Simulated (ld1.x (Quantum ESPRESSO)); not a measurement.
Fe, ultrasoft: configuration errors across variants

Fe (Z = 26), ultrasoft, made with ld1.x (Quantum ESPRESSO) 7.5 (PBE, scalar-relativistic). Core [Ne] 3s2, reference 3p6 3d6 4s1.75 4p0 (charge +0.25). Waves: 4s (bound): rcut 1.80, rcutus 2.45 bohr; 4s channel at -0.15 Ry: rcut 1.80, rcutus 2.45 bohr; 3p (bound): rcut 1.20, rcutus 1.25 bohr; 4p (bound, empty): rcut 1.20, rcutus 1.25 bohr; 3d (bound): rcut 0.70, rcutus 0.95 bohr; 3d channel at 1.15 Ry: rcut 0.70, rcutus 0.95 bohr. Local part: all-electron potential smoothed inside 2.15 bohr (lloc = -1). Core correction: Bessel-smoothed model core, default radius (core density twice the valence density). Augmentation charge: PSQ, inside the norm-conserving radii.

All-electron excitation energies from the reference (eV): (1) 3p6 3d6 4s2 4p0 -1.529; (2) 3p6 3d6 4s1 4p0 7.199; (3) 3p6 3d6 4s0 4p0 23.403; (4) 3p6 3d6 4s1.5 4p0 1.954; (5) 3p6 3d6.5 4s1.5 4p0 -2.257; (6) 3p6 3d7 4s0 4p0 5.107; (7) 3p6 3d5 4s2 4p0 12.677.

The default core radius of the base comes out at 0.40 bohr.

3 further variants failed, have other tests or another functional or relativity, and are left out.

Errors AE − PS in meV (a dash: test not solved or not reliable):

| change | (1) | (2) | (3) | (4) | (5) | (6) | (7) | bound ghosts |
| --- | --- | --- | --- | --- | --- | --- | --- | --- |
| base | +0.1 | -1.4 | -8.6 | -0.3 | -3.9 | -31 | -24 | none |
| local potential all-electron potential smoothed inside 2.25 bohr (lloc = -2) | +0.1 | -1.5 | -9.1 | -0.3 | -4.1 | -33 | -29 | none |
| local potential all-electron potential smoothed inside 2.30 bohr (lloc = -1) | +0.1 | -1.5 | -8.8 | -0.2 | -4.0 | -32 | -26 | none |
| augmentation built from norm-conserving waves at rcut, not smoothed further | -0.1 | -5.0 | -36 | -0.5 | -15 | -127 | -110 | not determined |
| all radii but the core radius scaled by about 1.35 (s 3.30, p 1.68, d 1.28 bohr, rcut 2.44/1.62/0.94); local potential all-electron potential smoothed inside 2.90 bohr (lloc = -1) | – | – | – | – | – | – | – | none |
| core correction Bessel-smoothed model core inside 1.16 bohr | +0.1 | -1.4 | -8.1 | -0.2 | -3.6 | -29 | -23 | none |

**Question.** Give the same row for: waves 3p (bound): rcut 0.74, rcutus 0.78 bohr; 4p (bound): rcut 0.74, rcutus 0.78 bohr.

**Answer.** +0.1, -1.4, -8.1, -0.2, -3.5, -28, -18; bound ghosts: none.
